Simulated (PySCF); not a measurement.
Calculation: PBE-D3(BJ)/def2-TZVP (PySCF 2.14.0). Gas-phase values, no solvent. One relaxed conformer stands for a flexible species; it need not be the lowest. Delta-SCF ions had no search for a lower state. Excitations are Tamm–Dancoff values on a coarser integration grid. The basis has no diffuse functions, so Rydberg states are missing or too high.

Reference species (SMILES): `S=CCS` (S–C–C–S torsion 113°, C–C–S–H torsion 76°) (neutral, multiplicity 1).

```
Property                                 Result
--------------------------------------  -------
vertical ionisation energy (Delta-SCF)  8.41 eV
S1 excitation (TDA)                     2.29 eV
HOMO–LUMO gap                           2.04 eV
S1–T1 gap (TDA)                         0.54 eV
```

Changed species: `CSC=S` (C–S–C–S torsion 180°).

**Question.** Predict the effect on the vertical ionisation energy (Delta-SCF), S1 excitation (TDA), HOMO–LUMO gap and S1–T1 gap (TDA).

**Answer.** the vertical ionisation energy (Delta-SCF) rises by 0.07 eV, to 8.48 eV; the S1 excitation (TDA) increases by 0.24 eV, to 2.53 eV; the HOMO–LUMO gap rises by 0.29 eV, to 2.33 eV; the S1–T1 gap (TDA) decreases by 0.09 eV, to 0.45 eV.
